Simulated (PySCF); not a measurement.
Isomers of C2H9OSi2 (doublet state), one GFN2-xTB conformer each. Single-point energies are computed at B3LYP/pcH-1 (PySCF, gas phase, no added dispersion term), electronic only. GFN2-xTB treats the open shell by occupation alone, and not every SCF solution was tested for stability.

| SMILES | GFN2-xTB relative energy (kcal/mol) |
| --- | --- |
| CO[SiH2]C[SiH2] | 0.0 |
| COC[SiH2][SiH2] | 33.2 |
| COC[SiH][SiH3] | 34.1 |
| [CH2]OC[SiH2][SiH3] | 50.8 |
| CO[CH][SiH2][SiH3] | 42.0 |

Conformers: `[CH3:1][O:2][SiH2:3][CH2:4][SiH2:5]` (doublet state) with C1–O2–Si3–C4 179°, O2–Si3–C4–Si5 13°, Si3–C4–Si5–H -71° and 62°; `[CH3:1][O:2][CH2:3][SiH2:4][SiH2:5]` (doublet state) with C1–O2–C3–Si4 180°, O2–C3–Si4–Si5 47°, C3–Si4–Si5–H -40° and -177°; `[CH3:1][O:2][CH2:3][SiH:4][SiH3:5]` (doublet state) with C1–O2–C3–Si4 179°, O2–C3–Si4–Si5 -28°; `[CH2:1][O:2][CH2:3][SiH2:4][SiH3:5]` (doublet state) with H–C1–O2–C3 0° and 158°, C1–O2–C3–Si4 -89°, O2–C3–Si4–Si5 -51°; `[CH3:1][O:2][CH:3][SiH2:4][SiH3:5]` (doublet state) with C1–O2–C3–Si4 -172°, O2–C3–Si4–Si5 58°.

Q: What does B3LYP/pcH-1 give for the same structures?

A: 
| SMILES | B3LYP/pcH-1 E (Eh) | B3LYP/pcH-1 (kcal/mol) | GFN2-xTB (kcal/mol) | point group |
| --- | --- | --- | --- | --- |
| CO[SiH2]C[SiH2] | -735.85822 | 0.0 | 0.0 | C1 |
| COC[SiH][SiH3] | -735.80087 | 36.0 | 34.1 | C1 |
| CO[CH][SiH2][SiH3] | -735.80077 | 36.0 | 42.0 | C1 |
| COC[SiH2][SiH2] | -735.80007 | 36.5 | 33.2 | C1 |
| [CH2]OC[SiH2][SiH3] | -735.78350 | 46.9 | 50.8 | C1 |

Both levels put the same isomer lowest; measured from each level's own lowest isomer, the values differ by up to 6.0 kcal/mol (CO[CH][SiH2][SiH3]: 42.0 against 36.0). As drawn, the lowest has an Si–O bond, which the highest lacks; the highest has an Si–Si bond, which the lowest lacks. Neighbours under 5.0 kcal/mol apart (COC[SiH][SiH3] and CO[CH][SiH2][SiH3]; CO[CH][SiH2][SiH3] and COC[SiH2][SiH2]) can change places with a better method, another conformer or zero-point energy.
